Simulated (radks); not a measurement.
Br, configuration [Ar] 3d10 4s2 4p5. Method: scalar-relativistic Kohn-Sham, PBE, spin-unpolarised, spherical densities, point nucleus; computed with a radial shooting solver on a logarithmic mesh with Libxc functionals.

X-ray form factor f0, the Fourier transform of the density (f0(0) = 35):

sin(theta)/lambda (1/angstrom)  f0 (electrons)
0.05                                    34.288
0.1                                     32.450
0.15                                    30.104
0.2                                     27.763
0.25                                    25.665
0.3                                     23.850
0.4                                     20.839
0.5                                     18.264
0.6                                     15.924
0.8                                     12.000
1                                        9.277
1.25                                     7.292
1.5                                      6.216
2                                        4.920
